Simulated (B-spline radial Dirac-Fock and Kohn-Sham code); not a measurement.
**EELS cross sections of the Ga M1 (3s) edge**

System: the free gallium atom, [Ar] 3d10 4s2 4p1. These are calculated numbers from a radial B-spline solver; the model is the first Born approximation with generalised oscillator strengths from a Dirac-Hartree-Slater potential (longitudinal and transverse terms; continuum final states only, so no white lines or fine structure). The edge is taken at 159.5 eV (tabulated value).

Partial cross sections σ(β, Δ) in barn, integrated over a window Δ above the edge and up to the collection semi-angle β, for parallel illumination:

| E₀ (kV) | β (mrad) | Δ = 25 eV | Δ = 50 eV | Δ = 100 eV | Δ = 200 eV | Δ = 300 eV |
| --- | --- | --- | --- | --- | --- | --- |
| 60 | 5 | ? | ? | ? | ? | ? |
| 60 | 20 | 2020 | 3650 | 6110 | 8820 | 10100 |
| 80 | 50 | 2190 | 4020 | 7060 | 11000 | 13000 |
| 80 | 100 | 2350 | 4340 | 7690 | 12300 | 15100 |
| 100 | 10 | 1300 | 2320 | 3810 | 5400 | 6140 |
| 100 | 20 | 1560 | 2840 | 4820 | 7090 | 8180 |
| 100 | 50 | 1940 | 3570 | 6270 | 9830 | 11700 |
| 100 | 100 | 2030 | 3740 | 6640 | 10600 | 13000 |
| 120 | 50 | 1760 | 3240 | 5700 | 8990 | 10800 |
| 120 | 100 | 1810 | 3340 | 5910 | 9470 | 11600 |
| 200 | 20 | 1170 | 2130 | 3690 | 5540 | 6460 |
| 200 | 50 | 1360 | 2510 | 4420 | 7030 | 8530 |
| 300 | 5 | 767 | 1370 | 2260 | 3230 | 3690 |
| 300 | 100 | 1150 | 2110 | 3720 | 5930 | 7210 |

Question: Give the row for 60 kV and 5 mrad.

Answer: 1060 b for 25 eV, 1840 b for 50 eV, 2890 b for 100 eV, 3870 b for 200 eV, 4260 b for 300 eV.
